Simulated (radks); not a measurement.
Species: O. Configuration: [He] 2s2 2p3 3d1 (not the ground configuration). Method: scalar-relativistic Kohn-Sham, LDA (Slater exchange, Perdew-Wang correlation), spin-polarised, spherical densities, point nucleus; open shells are filled with parallel spins first; computed with a radial shooting solver on a logarithmic mesh with Libxc functionals.

Local quantities along the radius. ELF = 1/(1 + alpha^2) is the electron localisation function; alpha = (tau - tau_W)/tau_unif compares the Pauli kinetic energy density with that of the uniform gas (summed over spins). tau is taken from the large components.

```
   r/bohr * ELF (the largest magnitude, 1, reaches the edge; | marks zero)
  0.01438 |                                                      *
  0.01887 |                                                      *
  0.02497 |                                                      *
  0.03278 |                                                      *
  0.04337 |                                                      *
  0.05692 |                                                      *
  0.07532 |                                                      *
  0.09886 |                                                      *
   0.1308 |                                                      *
   0.1717 |                                                     *
   0.2272 |                                               *
   0.3006 |                   *
   0.3945 |       *
    0.522 |                  *
   0.6852 |                                         *
   0.9066 |                                               *
     1.19 |                                                *
    1.575 |                                            *
    2.067 |                            *
    2.735 |  *
    3.589 *
    4.749 *
    6.234 | *
    8.248 |   *
    10.91 |   *
    14.32 | *
    18.95 *
    24.88 *
```

On this mesh the ELF has minima near r = 0.39, 3.6 bohr, which separate the shells, and maxima near 1.0 (0.89).

Self-consistent cycle (total energy in hartree, residual of the potential): 1: -74.066271, 7e-01; 2: -74.106927, 5e-01; 3: -74.129267, 4e-02; 4: -74.129632, 5e-03; 5: -74.129641, 2e-04; 6: -74.129641, 2e-04; 7: -74.129641, 9e-06; 8: -74.129641, 4e-06; 9: -74.129641, 1e-06; 10: -74.129641, 4e-07; 11: -74.129641, 8e-08; 12: -74.129641, 1e-08; 13: -74.129641, 7e-10.
